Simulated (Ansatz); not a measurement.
```xyz
12

C     1.918   -0.636   -0.398
C     0.925    0.222   -0.581
C    -0.525   -0.142   -0.605
Si   -1.406    0.415    0.913
F    -2.961    0.166    0.801
F    -0.904   -0.348    2.198
F    -1.196    1.959    1.169
H     1.737   -1.699   -0.269
H     2.949   -0.305   -0.372
H     1.153    1.278   -0.701
H    -0.659   -1.225   -0.692
H    -1.032    0.316   -1.463
```

Total charge 0; spin multiplicity 1.

(1) List the PBE/def2-TZVPP orbital energies in eV (Ansatz 0.2.0). (Best estimate.)

## Answers

(1) The calculation gave: Occupied: -1781.96, -660.34, -660.33, -660.31, -269.59, -269.55, -269.01, -139.46, -96.24, -96.23, -96.14, -30.62, -29.89, -29.87, -20.12, -17.54, -14.33, -13.94, -12.48, -12.40, -12.02, -11.66, -11.04, -10.99, -10.95, -10.43, -10.25, -9.90, -9.86, -9.20, -8.76, -6.60. Lowest empty: -1.21, 0.14, 0.93, 1.01, 1.17, 1.26, 1.68, 2.40.
